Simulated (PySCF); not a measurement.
Highest harmonic wavenumber (cm⁻¹) of eight silicon and germanium compounds: PBE-D3(BJ) beside PBE0-D3(BJ), computed with PySCF for isolated molecules in the bases named; differences from unrounded values. The eight are the first of their class met in an unordered collection, after screening for sound electronic states; none was chosen by its value. Each level has its own optimised geometry.

| molecule | basis | PBE0-D3(BJ) | PBE-D3(BJ) | difference |
|---|---|---|---|---|
| Ge(H)2(PH2)2 (GeH6P2), SMILES [GeH2]([PH2])[PH2] | def2-SVP | 2417 | 2329 | -88 |
| Si(F)2(OMe)(SH) (CH4F2OSSi), SMILES CO[Si](F)(F)S | def2-SVP | 3163 | 3062 | -101 |
| C2H8BClSi, SMILES CB(C)[SiH2]Cl | def2-SVP | 3165 | 3073 | -91 |
| C3H6O2Si, SMILES C([SiH3])(=O)OC=C | def2-SVP | 3330 | 3237 | -93 |
| Si(F)(NHMe)(OH)2 (CH6FNO2Si), SMILES CN[Si](O)(O)F | def2-SVP | 3942 | 3772 | -170 |
| C2H5ClOSi, SMILES C=C[Si@H](O)Cl | def2-SVP | 3926 | 3755 | -171 |
| BrH₄NO₂Si, SMILES N[Si](O)(O)Br | def2-SVP | 3935 | 3765 | -169 |
| ClF3H2OSi2, SMILES F[Si](F)(F)O[SiH2]Cl | def2-SVP | 2310 | 2234 | -75 |

PBE-D3(BJ) lies below PBE0-D3(BJ) in 8 and above it in 0 of the eight; the mean signed difference is -120 and the largest -171 cm⁻¹.
